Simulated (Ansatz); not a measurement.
Two structures of Si2NH5F3, doublet, reached by relaxing down either side of one saddle point (PBE0-D4/def2-TZVP). Energies are electronic, without zero-point energy. Program: Ansatz 0.2.0. Basis: def2-TZVPP and def2-QZVPP. Cores are frozen in the correlated methods; orbitals are unrestricted. Extrapolation: Hartree–Fock as exp(−7.88 √X), correlation as X^−2.97. First:

```csv
atom,x (Å),y (Å),z (Å)
H1,-1.2967,-0.4687,1.1174
N2,-0.3893,-0.5124,0.6657
Si3,-0.4727,-1.1193,-1.0135
Si4,0.5085,1.5164,0.8632
F5,1.9138,0.7408,0.7918
F6,0.9829,2.9959,1.2847
F7,0.0389,1.7624,-0.6555
H8,0.2166,-1.0663,1.2637
H9,-0.7693,-2.5763,-1.0022
H10,-1.5744,-0.3919,-1.6752
H11,0.8416,-0.8804,-1.6402
```

Second:

```xyz
11
angstrom
H -0.7807 1.3916 1.5635
N -0.0495 -0.8542 0.3805
Si -0.6631 -1.4420 -1.1593
Si 0.5023 1.6394 0.9141
F 1.7438 0.8598 1.5087
F 0.8373 3.1606 1.2291
F 0.4951 1.5906 -0.6692
H 0.3360 -1.5698 0.9981
H -1.3128 -2.7737 -1.0242
H -1.6262 -0.4492 -1.6833
H 0.5178 -1.5531 -2.0579
```

Task: Which bonds change from the first to the second?

Result: SiF₃ ([F][Si]([F])[F]) + SiNH₅ ([NH2][SiH3]) → SiHF₃ ([F][SiH]([F])[F]) + SiNH₄ ([NH][SiH3]); bonds formed: H1–Si4; bonds broken: H1–N2.

Task: Give the saddle point's structure and its height above each. (Judge from chemistry; the value comes from the calculation.)

Result: By the calculation: 120.6 kJ/mol above the first and 49.8 kJ/mol above the second (CCSD(T) at an estimated basis limit (MP2 extrapolated from triple and quadruple zeta, plus CCSD(T) − MP2 in triple zeta)).
| atom | x (Å) | y (Å) | z (Å) |
| --- | --- | --- | --- |
| H1 | -0.1686 | 0.3357 | 0.8332 |
| N2 | -0.5971 | -1.0510 | 0.6862 |
| Si3 | -0.7475 | -1.3674 | -1.0357 |
| Si4 | 0.7056 | 1.6572 | 0.7597 |
| F5 | 2.0887 | 1.4235 | 1.4825 |
| F6 | 0.0023 | 2.8924 | 1.4399 |
| F7 | 1.0010 | 2.0299 | -0.7446 |
| H8 | 0.2021 | -1.5117 | 1.1247 |
| H9 | -1.3820 | -2.7075 | -1.1526 |
| H10 | -1.6379 | -0.3239 | -1.5981 |
| H11 | 0.5334 | -1.3773 | -1.7952 |

T1 diagnostic: at most 0.017. ⟨S²⟩ of the unrestricted Hartree–Fock references: 0.75 to 0.78 (a pure state has 0.75).

Radical steps of this kind take place in plasma deposition and etching.

Labels in which every atom is bracketed show which atoms are joined, not bond orders.

For scale, one of the runs: CCSD(T)/def2-TZVPP, 278 basis functions, launched by `ansatz run in.yaml --threads 4 --pin off --events-out ev --progress --plain --max-ram 63488MiB --backend cuda --devices 0, --max-vram 37GiB`. Time: 15 s of wall clock on 4 CPU threads of an AMD EPYC 7R13 and a share of one NVIDIA H100; the host was shared. Peak host memory: 0.9 GiB.
